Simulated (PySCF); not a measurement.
Several molecules and their computed UV-vis stick spectra, shuffled. The calculation used TDDFT B3LYP/def2-SVPD, vertical, gas phase, core orbitals frozen in the response (PySCF 2.14.0, density-fitted response routines). Geometries: PBE0-D3(BJ)/def2-SVP; one conformer of each isolated species. Triplets are in the Tamm–Dancoff approximation. Atoms past krypton carry core potentials; spin–orbit coupling is left out.

A. `[SiH3]/C=C/[SiH2]C/C=C/C#N`
B. `C#[C][Sn]([CH3])([CH3])[CH3]`
C. `C#C[Se]C#C`
D. `[NH2][Cu]<-[AsH3]`

Lowest singlet levels (six at most, fewer where fewer were computed) with oscillator strengths:

1. 242 nm (f 0.057); 226 nm (f 0.207); 219 nm (f 0.048); 218 nm (f 0.049); 203 nm (f 0.016); 201 nm (f 0.001); T1 3.53 eV
2. 377 nm (f 0.003); 354 nm (f 0.002); 331 nm (f 0.091); 279 nm (f 0.025); 274 nm (f 0.014); 256 nm (f 0.027); T1 3.12 eV
3. 289 nm (f 0.000); 267 nm (f 0.001); 227 nm (f 0.002); 220 nm (f 0.056); 204 nm (f 0.010); 196 nm (f 0.000); T1 3.96 eV
4. 204 nm (f 0.000); 199 nm (f 0.010 summed over 2 states); 190 nm (f 0.147 summed over 2 states); 172 nm (f 0.261); 172 nm (f 0.038 summed over 2 states); 171 nm (f 0.000) [of 10 roots; the last level is left out, as the window may have cut its degenerate partner]; T1 5.03 eV

Question: Match each spectrum to its molecule.

Answer: 1 = A, 2 = D, 3 = C, 4 = B.
- A: S1 at 5.12 eV, HOMO→LUMO+1 (64%), HOMO→LUMO (33%); Löwdin shares by element: HOMO carbon 54% or more, nitrogen 18% (atoms not listed hold the other 28%); LUMO carbon 55% or more, nitrogen 12% (atoms not listed hold the other 34%); HOMO -7.40 and LUMO -1.71 eV.
- B: S1 at 6.08 eV, HOMO-1/HOMO→LUMO+1/LUMO+2 (≥73%); Löwdin shares by element: HOMO (one of a set within 0.03 eV) carbon 74% or more, tin 8% (atoms not listed hold the other 19%); LUMO tin 34%, carbon 25% or more (atoms not listed hold the other 41%); HOMO -7.34 and LUMO -0.13 eV.
- C: S1 at 4.29 eV, HOMO→LUMO (99%); Löwdin shares by element: HOMO carbon 43% or more, selenium 40% (atoms not listed hold the other 17%); LUMO selenium 46%, carbon 41% or more; HOMO -6.47 and LUMO -0.94 eV; point group C2v, 2 of its 6 listed states under f = 0.0005.
- D: S1 at 3.29 eV, HOMO→LUMO (99%); for S1 the Löwdin share of copper is 19% in HOMO and 25% in LUMO; HOMO -5.15 and LUMO -0.98 eV.

A slash joins orbitals within 0.01 eV of each other, whose weights are summed (≥ marks a lower bound).
